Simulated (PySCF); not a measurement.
Mo(NH)2(OH)2 (H4MoN2O2), SMILES [NH]=[Mo](=[NH])([OH])[OH], multiplicity 1.

Geometry: B3LYP-D3(BJ)/def2-SVP. The multiplicity is an assumed one; other spin states were not compared. The def2 effective core potentials stand for the cores of Mo; spin–orbit coupling is left out. Other conformers were not sampled.

Method: CAM-B3LYP/def2-TZVP run with PySCF.

The molecule is in vacuum.

```json
{
  "total_energy": "-330.63731 hartree",
  "point_group": "C2",
  "highest_occupied_level": "-9.09 eV",
  "lowest_empty_level": "-0.29 eV",
  "orbital_gap": "8.80 eV",
  "dipole_moment": "1.54 D",
  "quadrupole, principal values (traceless, Buckingham form, about the centre of nuclear charge)": "-11.66, 2.87, 8.79 D·Å",
  "mean_static_polarisability": "61.4 bohr³ (9.09 Å³)",
  "polarisability_principal_values": "54.3, 59.4, 70.4 bohr³"
}
```
